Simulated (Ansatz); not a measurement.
Relaxation of Cl3GaH (5 atoms, charge 0, multiplicity 2), to a largest force component of 0.03 eV/Å in at most 50 steps.

These are results of UKS revPBE-D4/def2-SVP in Ansatz, not measurements.

```xyz
5
Properties=species:S:1:pos:R:3:forces:R:3
Ga 0.000 0.000 -0.352 0.00 0.00 0.15
H 0.000 0.000 2.416 0.00 0.00 0.88
Cl 1.947 0.000 -1.375 -0.09 0.00 -0.03
Cl -1.947 0.000 -1.375 0.09 0.00 -0.03
Cl 0.000 0.000 3.756 0.00 0.00 -0.96
```

**Question.** Where does it end, and by what steps?

**Answer.** It converged. After 2 steps the energy has fallen by 0.037 eV; Cl5 moved furthest, 0.22 Å.

```csv
step,energy less start (eV),largest force component (eV/Å),accepted
0,0.0000,0.964,yes
1,-0.0366,0.134,yes
2,-0.0375,0.028,yes
```

```xyz
5
Properties=species:S:1:pos:R:3
Ga 0.000 0.000 -0.173
H 0.000 0.000 2.221
Cl 1.907 0.000 -1.257
Cl -1.907 0.000 -1.257
Cl 0.000 0.000 3.536
```

Whether the end is a true minimum wasn't checked by a vibrational analysis.

The run took 5 s on 4 threads of Arm Neoverse V1, on a shared host, peak memory 0.17 GiB.
